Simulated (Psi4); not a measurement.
AlCl$_{2}$, doublet, geometry from GFN2-xTB (such geometries of metal compounds can be far from the true shape) (the spin is typed, not shown lowest). Base run: BLYP/cc-pVDZ in Psi4.

The Psi4 input:
```
memory 2 GB

molecule {
0 2
Al    0.42790656   -0.01574826    0.46996358
Cl    1.19006944    0.33144322   -1.40132717
Cl   -1.51729210   -0.31940043    1.04194326
}

set {
  basis cc-pvdz
  reference uks
}

energy('blyp')
print_variables()
```

Variants of this job, named by their change:

```json
[
 {"change": "base", "ΔE vs base (µEh)": "0.0", "SCF cycles": "8", "grid points": "64086", "basis functions": "54"},
 {"change": "dft_pruning_scheme = robust", "ΔE vs base (µEh)": "0.1", "SCF cycles": "8", "grid points": "43660", "basis functions": "54"},
 {"change": "dft_radial_points = 35", "ΔE vs base (µEh)": "7534", "SCF cycles": "8", "grid points": "30446", "basis functions": "54"},
 {"change": "scf_type = cd", "ΔE vs base (µEh)": "-528", "SCF cycles": "8", "grid points": "64086", "basis functions": "54"},
 {"change": "diis_max_vecs = 15", "ΔE vs base (µEh)": "0.0", "SCF cycles": "8", "grid points": "64086", "basis functions": "54"},
 {"change": "e_convergence = 1e-10", "ΔE vs base (µEh)": "0.0", "SCF cycles": "9", "grid points": "64086", "basis functions": "54"},
 {"change": "basis_guess = sto-3g", "ΔE vs base (µEh)": "0.0", "SCF cycles": "8", "grid points": "64086", "basis functions": "54"},
 {"change": "scf_type = pk", "ΔE vs base (µEh)": "23.4", "SCF cycles": "8", "grid points": "64086", "basis functions": "54"},
 {"change": "df_basis_scf = cc-pvqz-jkfit", "ΔE vs base (µEh)": "7.2", "SCF cycles": "8", "grid points": "64086", "basis functions": "54"},
 {"change": "guess = huckel", "ΔE vs base (µEh)": "0.0", "SCF cycles": "9", "grid points": "64086", "basis functions": "54"},
 {"change": "df_basis_scf = cc-pvtz-jkfit", "ΔE vs base (µEh)": "3.5", "SCF cycles": "8", "grid points": "64086", "basis functions": "54"},
 {"change": "d_convergence = 1e-8", "ΔE vs base (µEh)": "0.0", "SCF cycles": "10", "grid points": "64086", "basis functions": "54"},
 {"change": "ints_tolerance = 1e-8", "ΔE vs base (µEh)": "0.0", "SCF cycles": "8", "grid points": "64086", "basis functions": "54"}
]
```

Open shells are given as the SCF converged; they aren't shown to be the lowest states, and a large step between rows can be another state.
